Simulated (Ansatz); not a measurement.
Cartesian coordinates in Å:
```
C -2.475 0.800 -0.999
N -1.540 0.164 -0.095
Ge 0.264 0.363 -0.320
N 0.990 -0.921 0.761
C 2.400 -0.903 1.090
H -2.602 1.881 -0.842
H -3.462 0.334 -0.919
H -2.140 0.659 -2.030
H -1.831 0.222 0.870
H 0.490 0.215 -1.845
H 0.895 1.692 0.167
H 0.648 -1.850 0.563
H 2.702 0.115 1.348
H 2.595 -1.525 1.969
H 3.064 -1.247 0.283
```

Total charge 0; spin multiplicity 1.

List the r2SCAN/def2-TZVPP orbital energies in eV (Ansatz 0.2.0). (Estimate.)

Ansatz gave: Occupied: -10834.01, -1349.06, -1199.11, -1199.11, -1199.10, -384.74, -384.74, -273.51, -273.51, -167.32, -117.02, -117.01, -116.99, -30.40, -30.34, -30.30, -30.25, -30.24, -22.77, -22.38, -17.21, -16.73, -13.90, -12.19, -11.55, -10.79, -10.50, -10.14, -10.07, -8.65, -8.51, -8.13, -5.54, -5.39. Lowest empty: 0.42, 0.90, 1.19, 1.86, 2.41, 2.63, 2.78, 2.85.
